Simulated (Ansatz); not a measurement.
`OC[SeH]` + H₂ → H₂Se + CH₃OH at 600 K and 1 bar (hydrogenolysis of the Se–C bond).

Calculated with Ansatz (gas phase, PBE0-D4/def2-TZVP geometries, no zero-point term in ΔE). CCSD(T)/CBS is the MP2 limit (def2-TZVPP, def2-QZVPP) plus CCSD(T) − MP2 in def2-TZVPP, frozen cores. This one scheme is used for every species. For Se outer-core shells are correlated without core-valence functions, which leaves a few kJ/mol of doubt a bond. Scalar relativity is left out up to krypton. One conformer a species, not always the lowest.

```
  species  CCSD(T)/CBS energy (Eh)  H − E (kJ/mol)  S (J/(mol·K))
`OC[SeH]`              -2516.31855           171.7          352.1
       H₂                 -1.17544            43.9          150.8
     H₂Se              -2401.89790            57.0          244.8
    CH₃OH               -115.61712           163.6          277.3
```

H − E and S are ideal-gas, rigid-rotor, harmonic terms from PBE0-D4/def2-TZVP, for one conformer and one mirror image of each species. The MP2-based limit puts H₂ 0.8 mEh under its directly extrapolated value; such offsets cancel only in part. 1 Eh = 2625.50 kJ/mol, R = 8.31446 J/(mol·K).

Problem. By hand: ΔE, ΔH, ΔS and ΔG.

Solution. ΔE = (-2401.89790) + (-115.61712) − (-2516.31855) − (-1.17544) = -0.02103 Eh = -55.2 kJ/mol. Δ(H − E) = 57.0 + 163.6 − 171.7 − 43.9 = 5.0, so ΔH = -50.2 kJ/mol. ΔS = 244.8 + 277.3 − 352.1 − 150.8 = 19.2 J/(mol·K). ΔG = -50.2 − 600 × (19.2)/1000 = -61.7 kJ/mol.

Problem. By hand: the equilibrium constant, and the temperature at which ΔG would vanish if ΔH and ΔS stayed fixed.

Solution. log₁₀ K = −ΔG/(RT ln 10) = 5.4. ΔH and −TΔS have one sign here, so there is no such temperature.

ΔH outweighs TΔS. A doubt of 5 kJ/mol in ΔE shifts log₁₀ K by 0.4 here. Other conformers and mirror images would add mixing entropy, several J/(mol·K) or more a flexible species. These are equilibria of isolated gas molecules and say nothing of rates. Largest T1 diagnostic: 0.010 (customary marks: 0.02 for closed shells, 0.045 for open ones).
